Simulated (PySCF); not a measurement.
Gas-phase reaction: GeHCl3 + 2 H + 2 GeH3 → 3 GeH3Cl

Method: PySCF energies (xtb for GFN2) plus ideal-gas RRHO corrections (1 bar). † marks an energy on the PBE0/def2-TZVP geometry and frequencies; other levels use their own. CCSD(T) freezes the core. Open shells (unrestricted): H (multiplicity 2), GeH3 (multiplicity 2); the rest are closed-shell singlets. GFN2 has no spin-polarisation term. Ge: all electrons, no relativistic terms. GeH3: computed as isolated molecules; such fragments, hydroxides, amides, oligomers or adducts are transient or little studied in the gas. CCSD(T) isn't extrapolated to the basis-set limit; its ΔH°(298 K) is -670.1 kJ in def2-SVP and -703.8 kJ in def2-TZVPP. The harmonic model lacks anharmonicity and excited electronic states, which grow with temperature; levels with a mode under 35 cm⁻¹ are left out.

```csv
level,"ΔE electronic, kJ","ΔH°(298 K), kJ","ΔS°(298 K), J/K","ΔG°(800 K), kJ"
BLYP/def2-TZVP†,-725,-685,-227,-495
CCSD(T)/def2-TZVPP†,-744,-704,-227,-514
GFN2-xTB,-882,-838,-232,-644
PBE/def2-TZVP†,-713,-672,-227,-482
PBE0/def2-TZVP,-720,-679,-227,-489
r2SCAN/def2-TZVP†,-718,-678,-227,-488
ωB97X-V/def2-TZVP†,-755,-715,-227,-525
```
ΔH° is lowest at GFN2-xTB and highest at PBE/def2-TZVP†. No reference value is set beside these.
